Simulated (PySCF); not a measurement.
C4H12O4Sn, SMILES `C[O][Sn]([O]C)([O]C)[O]C`, neutral singlet in the gas phase. 

Cartesian coordinates (Å):
SMILES: C[O][Sn]([O]C)([O]C)[O]C
```xyz
21

C     -2.2828    -0.5214    -1.7957
O     -0.8878    -0.6129    -1.6433
Sn     0.0000     0.0001    -0.0001
O     -0.1371    -1.1773     1.5681
C      0.6432    -2.3423     1.6752
O     -0.8904     1.6788     0.5033
C     -0.7186     2.2401     1.7812
O      1.9154     0.1116    -0.4281
C      2.3582     0.6235    -1.6607
H     -2.5219    -0.6973    -2.8574
H     -2.6820     0.4709    -1.5189
H     -2.8205    -1.2834    -1.2013
H      1.7101    -2.1685     1.4470
H      0.5749    -2.7039     2.7144
H      0.2806    -3.1521     1.0150
H      0.2743     2.7121     1.9019
H     -1.4797     3.0267     1.9130
H     -0.8477     1.5046     2.5955
H      2.2655     1.7243    -1.7154
H      3.4263     0.3734    -1.7697
H      1.8200     0.1929    -2.5242
```
Charge 0, multiplicity 1.

All levels are single points at this geometry (PBE0-D4/def2-SVP); Pople sets use spherical d functions. Orbital energies aren't observables, and empty levels follow the basis.

```csv
level,HOMO (eV),LUMO (eV),gap (eV),dipole (D),"vertical IE, Delta-SCF (eV)"
PBE0-D4/def2-TZVP in PySCF,-7.95,-1.65,6.30,0.00,9.58
B3LYP/6-311+G** (LANL2DZ on Sn) in PySCF,-7.80,-1.94,5.86,0.00,–
B3LYP/6-31G* (LANL2DZ on Sn) in PySCF,-7.39,-1.38,6.01,0.00,9.25
B3LYP/LANL2DZ in PySCF,-7.51,-1.80,5.72,0.00,–
SVWN5/6-31G* (LANL2DZ on Sn) in PySCF,-6.06,-2.34,3.73,0.00,–
HF/6-31G* (LANL2DZ on Sn) in PySCF,-11.86,2.73,14.59,0.00,11.21
```
